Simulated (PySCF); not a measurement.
Cl4Se (SMILES Cl[Se](Cl)(Cl)Cl), singlet, at a GFN2-xTB geometry; DF-B3LYP/6-31G** run with PySCF.

Input for PySCF:
```python
from pyscf import gto, scf, dft

mol = gto.Mole()
mol.atom = '''
    Se   -0.00300693    0.00470149    0.44248318
    Cl    1.06172155   -1.32656609   -0.82096840
    Cl    1.81230429    1.45883554    0.39654014
    Cl   -1.05027581    1.30867012   -0.86332068
    Cl   -1.81773616   -1.45034255    0.40278258
'''
mol.basis = '6-31g**'
mol.verbose = 4
mol.symmetry = True
mol.symmetry_subgroup = 'C2'
mol.build()

mf = dft.RKS(mol)
mf.xc = 'b3lyp'
mf = mf.density_fit(auxbasis='def2-universal-jkfit')
mf.kernel()
mf.analyze()
```

The log (banner, timings and long lists left out):

```
PySCF version 2.14.0

[INPUT] verbose = 4
[INPUT] num. atoms = 5
[INPUT] num. electrons = 102
[INPUT] charge = 0
[INPUT] spin (= nelec alpha-beta = 2S) = 0
[INPUT] symmetry True subgroup C2
[INPUT] Mole.unit = angstrom
[INPUT] Symbol           X                Y                Z      unit          X                Y                Z       unit  Magmom
[...]
nuclear repulsion = 824.779354861429
point group symmetry = C2v, use subgroup C2
symmetry origin: [ 3.14954330e-09 -6.96610525e-17  0.00000000e+00]
symmetry axis x: [ 0.62533325 -0.78025706  0.01253993]
symmetry axis y: [ 0.78032823  0.62536873 -0.0013419 ]
symmetry axis z: [-0.00679505  0.01062439  0.99992047]
num. orbitals of irrep A = 54
num. orbitals of irrep B = 50
number of shells = 44
number of NR pGTOs = 299
number of NR cGTOs = 104
basis = 6-31g**
ecp = {}

******** <class 'pyscf.df.df_jk.DFSymAdaptedRKS'> ********
method = DFSymAdaptedRKS
initial guess = minao
damping factor = 0
level_shift factor = 0
DIIS = <class 'pyscf.scf.diis.CDIIS'>
diis_start_cycle = 1
diis_space = 8
diis_damp = 0
SCF conv_tol = 1e-09
SCF conv_tol_grad = None
SCF max_cycles = 50
direct_scf = False
XC library pyscf.dft.libxc version 7.1.2
    S. Lehtola, C. Steigemann, M. J. T. Oliveira, and M. A. L. Marques,  SoftwareX 7, 1–5 (2018)
XC functionals = b3lyp
    P. J. Stephens, F. J. Devlin, C. F. Chabalowski, and M. J. Frisch,  J. Phys. Chem. 98, 11623 (1994)
radial grids:
    Treutler-Ahlrichs [JCP 102, 346 (1995); DOI:10.1063/1.469408] (M4) radial grids

becke partition: Becke, JCP 88, 2547 (1988); DOI:10.1063/1.454033
pruning grids: <function nwchem_prune>
grids dens level: 3
symmetrized grids: True
atomic radii adjust function: <function treutler_atomic_radii_adjust>
small_rho_cutoff = 0
Freeze 0 electrons in irreps []
    102 free electrons in irreps A B
Set gradient conv threshold to 3.16228e-05
Initial guess from minao.
tot grids = 95944
******** <class 'pyscf.df.df.DF'> ********
auxbasis = def2-universal-jkfit
init E= -4241.72457215254
HOMO (A) = -0.315501842709567  LUMO (A) = -0.128590886309158  gap/eV = 5.08611
cycle= 1 E= -4241.85001617606  delta_E= -0.125  |g|= 0.771  |ddm|= 2.91
HOMO (A) = -0.275367990675497  LUMO (B) = -0.230428017933912  gap/eV = 1.22288
cycle= 2 E= -4241.20505867307  delta_E= 0.645  |g|=  1.7  |ddm|= 3.39
HOMO (A) = -0.308007080800012  LUMO (A) = -0.149332329904411  gap/eV = 4.31776
cycle= 3 E= -4242.0250219355  delta_E= -0.82  |g|= 0.126  |ddm|= 2.41
HOMO (A) = -0.296759952184668  LUMO (A) = -0.159945211706285  gap/eV = 3.72292
cycle= 4 E= -4242.02764128287  delta_E= -0.00262  |g|= 0.0867  |ddm|= 0.341
HOMO (A) = -0.304983070423153  LUMO (A) = -0.154867531307451  gap/eV = 4.08485
cycle= 5 E= -4242.03022304003  delta_E= -0.00258  |g|= 0.00998  |ddm|= 0.153
HOMO (A) = -0.303168757158736  LUMO (A) = -0.153478994316482  gap/eV = 4.07327
cycle= 6 E= -4242.03025355268  delta_E= -3.05e-05  |g|= 0.0015  |ddm|= 0.0171
HOMO (A) = -0.30335188440625  LUMO (A) = -0.153480350952452  gap/eV = 4.07821
cycle= 7 E= -4242.03025440323  delta_E= -8.51e-07  |g|= 0.000343  |ddm|= 0.00341
HOMO (A) = -0.303345596157391  LUMO (A) = -0.153462029160845  gap/eV = 4.07854
cycle= 8 E= -4242.03025445442  delta_E= -5.12e-08  |g|= 0.00012  |ddm|= 0.00104
HOMO (A) = -0.30334759637653  LUMO (A) = -0.153474967212815  gap/eV = 4.07824
cycle= 9 E= -4242.03025445947  delta_E= -5.05e-09  |g|= 2.84e-05  |ddm|= 0.000263
HOMO (A) = -0.303342794575092  LUMO (A) = -0.153474929598881  gap/eV = 4.07811
cycle= 10 E= -4242.03025445989  delta_E= -4.16e-10  |g|= 5.09e-06  |ddm|= 9.8e-05
HOMO (A) = -0.303343625946953  LUMO (A) = -0.153474099590812  gap/eV = 4.07816
Extra cycle  E= -4242.03025445988  delta_E= 5.46e-12  |g|= 7.01e-06  |ddm|= 2.07e-05
converged SCF energy = -4242.03025445988
**** SCF Summaries ****
Total Energy =                       -4242.030254459884418
Nuclear Repulsion Energy =             824.779354861428715
One-electron Energy =                -7526.175614763957128
Two-electron Energy =                 2459.366005442643200
Two-electron Coulomb Energy =         2659.670344183252382
DFT Exchange-Correlation Energy =     -200.304338740609069
HOMO-LUMO gap [eV] =                     4.078157534311509
Wave-function symmetry = A
occupancy for each irrep:      A    B
                              27   24
**** MO energy ****
[...]
 ** Mulliken pop on meta-lowdin orthogonal AOs  **
 ** Mulliken pop  **
 ** Mulliken atomic charges  **
charge of    0Se =      0.94259
charge of    1Cl =     -0.10134
charge of    2Cl =     -0.36995
charge of    3Cl =     -0.10134
charge of    4Cl =     -0.36995
Dipole moment(X, Y, Z, Debye): -0.00021,  0.00032,  0.03025
```
